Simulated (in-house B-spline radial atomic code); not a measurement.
**Lu⁶⁺: [Kr] (4d3/2)3 (4d5/2)6 (4f5/2)6 (4f7/2)7 5s2 (5p1/2)1 (5p3/2)4 (an excited or competing configuration)**

Computed with a B-spline radial code for spherical atoms: Dirac-Hartree-Fock, average of the jj configuration, Fermi nucleus of rms radius 5.37 fm.

Effective charges: Z_r = [3n² - l(l+1)]/(2<r>) from the radius, Z_e = n√(-2ε) from the energy, and Slater's rules. Values are occupation-weighted means over j. An effective charge above Z reflects the relativistic contraction of the inner shells.

```
shell  electrons   ε (eV)  <r> (bohr)    Z_r    Z_e  Slater
   1s          2   -63813     0.01932  77.64  68.48   70.70
   2s          2   -11078     0.08118  73.91  57.07   66.85
   2p          6  -9807.5     0.07253  68.94  53.70   66.85
   3s          2  -2645.3      0.2115  63.82  41.83   59.75
   3p          6  -2252.3      0.2111  59.23  38.60   59.75
   3d         10  -1753.3      0.1925  54.55  34.06   49.85
   4s          2  -632.65      0.4767  50.34  27.28   43.25
   4p          6  -499.06      0.5044  45.60  24.23   43.25
   4d          9  -317.21      0.5435  38.64  19.31   32.20
   5s          2  -155.25       1.119  33.51  16.89   15.40
   5p          5  -117.04       1.267  28.80  14.66   15.40
   4f         13  -116.54      0.6365  28.28  11.71   21.80
```

The least bound orbital is 5p3/2 at -115 eV, and it is also the most diffuse (<r> = 1.283 bohr). The part-filled 4d shell lies below the filled 5s shell in orbital energy.

For the 1s electron the small component carries 7.11 % of the norm, the zero-frequency Breit interaction raises the level by 212.1 eV, self-energy by 130.8 eV, and vacuum polarisation lowers it by 23.65 eV.
